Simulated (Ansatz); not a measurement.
The cluster Si₃Sn⁻. Total charge -1; doublet. Geometry r2SCAN-D4/def2-SVPD, basis def2-TZVPD, Ansatz.

```xyz
4

Si    0.6088    0.9730    0.3373
Si   -0.2892    0.9840   -1.7879
Si   -0.6330   -0.8901   -0.4873
Sn    0.3135   -1.0668    1.9379
```

| run | HOMO (eV) | LUMO (eV) |
| --- | --- | --- |
| A | -0.18 | 1.06 |
| B | 0.14 | 0.92 |
| C | 0.11 | 0.82 |
| D | -0.61 | 1.50 |
| E | -2.67 | 3.38 |

In the def2 sets Sn takes a core potential; there is no spin–orbit coupling. LC-ωPBE has ω = 0.4 bohr⁻¹. The structure comes from a short search, and lower isomers may exist.

HOMO and LUMO are taken over both spins.

Q: The runs used LC-ωPBE, PBE, PBE0, r2SCAN, revPBE. Estimate which is which.

A: A r2SCAN (0 % exact exchange); B revPBE (0 % exact exchange); C PBE (0 % exact exchange); D PBE0 (25 % exact exchange); E LC-ωPBE (range-separated). Exact exchange lowers occupied and raises empty levels; among semilocal functionals meta-GGAs tend to open the gap a little, and such runs are hard to tell apart. The gap grows from 0.71 eV (PBE) to 6.05 eV (LC-ωPBE). At revPBE-D4/def2-TZVPD, PBE-D4/def2-TZVPD the highest occupied level of the charge -1 doublet lies above zero (up to 0.14 eV). By energy differences its removal costs 2.00 eV (vertical, to the charge 0 singlet, at CCSD(T)/def2-TZVPPD).
